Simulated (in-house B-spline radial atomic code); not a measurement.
Computed with a B-spline radial atomic code. Model: two electrons, singlet ground state, non-relativistic, full CI in B-splines with partial waves to l = 8 (at full coupling up to 3e-4 hartree above the limit, correlation up to 0.6 % small), density held at that of full coupling by Lieb maximisation.

W(λ) is the mean repulsion in the state of coupling λ less the Hartree energy of the fixed density. Its start is exact exchange, its initial slope is twice the second-order Görling-Levy correlation energy, and its area from 0 to 1 is E_xc. A straight curve means weak, dynamic correlation, and a curve that drops fast and flattens means strong correlation.

Command:
```bash
python run_ac.py task.json out
```
Settings (lengths in bohr, energies in hartree):
```
potential              harmonic
strength               0.0493
lmax                   8
```

Cost of the run: 28 s on 1 thread of Intel(R) Xeon(R) Processor @ 2.30GHz (shared host).

**W = mean repulsion less Hartree energy, and W of three functionals.**

Given: confinement harmonic well; well frequency 0.0493 hartree; external potential omega^2 r^2/2.

Computed: LDA exchange minus exact 19.573 millihartree; SCAN exchange minus exact -0.41299 millihartree.

| coupling | W xc (hartree) | W xc minus exchange (millihartree) | kinetic minus Kohn-Sham (millihartree) | LDA (PW92) W minus its exchange (millihartree) | PBE W minus its exchange (millihartree) | SCAN W minus its exchange (millihartree) |
| --- | --- | --- | --- | --- | --- | --- |
| 0 | -0.14039 | 0 | 0 | 0 | 0 | 0 |
| 0.02 | -0.14247 | -2.073 | 0.02 | -7.47 | -3.39 | -1.83 |
| 0.05 | -0.14532 | -4.927 | 0.12 | -13.91 | -7.34 | -4.31 |
| 0.12 | -0.15096 | -10.567 | 0.59 | -23.71 | -14.3 | -9.25 |
| 0.25 | -0.15863 | -18.241 | 1.98 | -34.99 | -23.23 | -16.32 |
| 0.4 | ? | ? | ? | ? | ? | ? |
| 0.6 | -0.16991 | -29.513 | 6.5 | -50.96 | -36.95 | -28.01 |
| 0.8 | -0.17349 | -33.096 | 8.99 | -56.35 | -41.77 | -32.15 |
| 1 | -0.17609 | -35.701 | 11.32 | -60.45 | -45.49 | -35.26 |
| 1.4 | -0.17968 | -39.284 | 15.57 | -66.42 | -50.97 | -39.62 |
| 2 | -0.18301 | -42.621 | 21.15 | -72.37 | -56.48 | -43.58 |
| 3 | -0.18627 | -45.882 | 29.16 | -78.55 | -62.26 | -47.14 |
| 4.5 | -0.18904 | -48.651 | 39.34 | -84.09 | -67.48 | -49.73 |
| 7 | ? | ? | ? | ? | ? | ? |
| 10 | -0.19329 | -52.895 | 67.91 | -93.05 | -75.99 | -52.71 |

Problem. What belongs in the row 0.4?

Solution. W xc (hartree): -0.16462; W xc minus exchange (millihartree): -24.223; kinetic minus Kohn-Sham (millihartree): 3.89; LDA (PW92) W minus its exchange (millihartree): -43.37; PBE W minus its exchange (millihartree): -30.31; SCAN W minus its exchange (millihartree): -22.28.

Problem. What belongs in the row 7?

Solution. W xc (hartree): -0.19157; W xc minus exchange (millihartree): -51.18; kinetic minus Kohn-Sham (millihartree): 53.55; LDA (PW92) W minus its exchange (millihartree): -89.36; PBE W minus its exchange (millihartree): -72.47; SCAN W minus its exchange (millihartree): -51.65.

Problem. What is the PBE exchange minus exact?

Solution. 5.6413 millihartree.

**Energy parts, natural occupations and partial-wave weights.**

Computed: total energy 0.2793 hartree; correlation energy -0.024381 hartree; kinetic part of the DFT correlation energy 0.01132 hartree; initial slope twice GL2 -0.10708 hartree; Hartree energy 0.28079 hartree; Kohn-Sham kinetic 0.049798 hartree; Lieb Oxford ratio E_xc over LDA exchange 1.3638.

| natural | occupation of the shell (electrons) |
| --- | --- |
| s | 1.7182 |
| p | 0.26959 |
| s | ? |
| d | 0.00014159 |
| p | 0.00011814 |
| f | 3.834e-05 |

Problem. What belongs in the row s?

Solution. occupation of the shell (electrons): 0.011837.

| wave | weight |
| --- | --- |
| s | 0.86504 |
| p | 0.13486 |
| d | 7.4352e-05 |
| f | ? |
| g | 5.4984e-06 |

Problem. What belongs in the row f?

Solution. weight: 2.1243e-05.

Problem. What is the exchange energy?

Solution. -0.14039 hartree.

Problem. What is the kinetic part over minus potential part?

Solution. 0.31708.

Half-way to full coupling W has made 75 % of its drop, against 50 % for a straight line, and second-order (GL2) theory, half the initial slope, overshoots the correlation energy by about 120 %: correlation is strong. Over couplings 0 to 1 the errors in E_xc come to about +0.6 millihartree for LDA, -0.9 millihartree for PBE, +0.9 millihartree for SCAN. In LDA and PBE and SCAN the errors of exchange and correlation have opposite signs, so the sum is smaller than the larger of the two.
